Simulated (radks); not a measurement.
The numbers below are computed, except where a source is named.
Q: The mean radii <r> (bohr) of the occupied orbitals of an atom or ion are listed with their occupations. Level of theory: scalar-relativistic Kohn-Sham, PBEsol, spin-polarised, spherical densities, finite nucleus; Fermi nuclear charge, rms radius of each element as measured or else 0.836 A^(1/3) + 0.57 fm (a radial shooting solver on a logarithmic mesh with Libxc functionals).

| orbital | occ. | <r> |
|---|---|---|
| 1s down | 1 | 0.05623 |
| 1s up | 1 | 0.05623 |
| 2s up | 1 | 0.2557 |
| 2s down | 1 | 0.2556 |
| 2p up | 3 | 0.2251 |
| 2p down | 3 | 0.2250 |
| 3s up | 1 | 0.7782 |
| 3s down | 1 | 0.7794 |
| 3p up | 3 | 0.8234 |
| 3p down | 3 | 0.8258 |
| 3d up | 5 | 1.119 |
| 3d down | 3 | 1.164 |

Name the element and its charge. Open shells, if any, are filled with parallel spins first.

A: Z = 27, cobalt, charge +1: Co+ in [Ar] 3d8. The 1s radius gives Z: for a bare nucleus <r> = (2 gamma + 1)/(2Z) with gamma = sqrt(1 - (Z/c)^2), 0.05483 bohr for Z = 27, and screening makes it slightly larger (0.05623 here). The occupations add up to 26, and the charge is Z minus that.
